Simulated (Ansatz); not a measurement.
A nudged elastic band was laid between two geometries of AlFH5NO2 (10 atoms, charge 0, multiplicity 1).

Computed with RKS r2SCANh/def2-SVP in Ansatz 0.2.0.

```
movable images  : 5
climbing image  : yes
spring          : 5.0 eV/Å²
optimiser       : quadratic models (default)
start path      : through a guess of the saddle point
force threshold : 0.03 eV/Å
iteration limit : 60
end points      : relaxed
```

Image 0:

```xyz
10
Properties=species:S:1:pos:R:3
Al -0.071 -0.052 0.134
F -0.031 -0.963 1.544
N 1.559 0.344 -0.589
H 2.378 -0.184 -0.300
H 1.639 0.500 -1.590
O -1.392 -0.130 -0.932
H -2.294 -0.356 -0.707
O 0.042 1.728 0.990
H 0.942 1.765 0.555
H 0.182 1.666 1.945
```

Image 6:

```xyz
10
Properties=species:S:1:pos:R:3
Al -0.076 -0.049 0.135
F -0.041 -0.979 1.532
N 1.557 0.349 -0.585
H 1.639 0.507 -1.586
H 2.374 -0.184 -0.298
O -1.399 -0.113 -0.931
H -2.290 -0.382 -0.710
O 0.051 1.728 0.992
H 0.953 1.747 0.552
H 0.186 1.694 1.948
```

Task: What changes between the two ends?

Result: No bond is made or broken.  The two ends are copies of one structure, up to a mirror image or an exchange of like atoms.

Task: What energy profile does the band end with?

Result: The run converged. The highest image is number 3 of 0 to 6, 0.248 eV above the ends, which have the same energy within 2 meV. A vibrational analysis at the climbing image gives one clearly imaginary mode, 296i cm⁻¹: a first-order saddle point.

```json
{"image": "0", "path coordinate (Å)": "0.00", "energy (eV)": "0.000"}
{"image": "1", "path coordinate (Å)": "0.67", "energy (eV)": "0.054"}
{"image": "2", "path coordinate (Å)": "1.33", "energy (eV)": "0.176"}
{"image": "3", "path coordinate (Å)": "2.00", "energy (eV)": "0.248"}
{"image": "4", "path coordinate (Å)": "2.75", "energy (eV)": "0.160"}
{"image": "5", "path coordinate (Å)": "3.49", "energy (eV)": "0.047"}
{"image": "6", "path coordinate (Å)": "4.24", "energy (eV)": "0.000"}
```

Task: What is the geometry of the highest image?

Result: 
```xyz
10
Properties=species:S:1:pos:R:3
Al 0.035 -0.021 0.065
F -0.133 -0.675 1.625
N 1.650 0.047 -0.691
H 1.972 -0.681 -1.318
H 2.197 0.878 -0.881
O -1.357 -0.213 -0.909
H -2.186 -0.537 -0.555
O 0.004 1.754 0.966
H 0.775 2.326 0.863
H -0.002 1.440 1.886
```

Task: What are the harmonic wavenumbers there?

Result: 296i, 148, 180, 216, 245, 257, 272, 310, 344, 420, 525, 603, 643, 670, 691, 877, 912, 1558, 1603, 3622, 3704, 3750, 3904, 3981 cm⁻¹.

Run time: 2.6 min on 4 threads of Arm Neoverse V2 (shared host), peak memory 0.23 GiB.
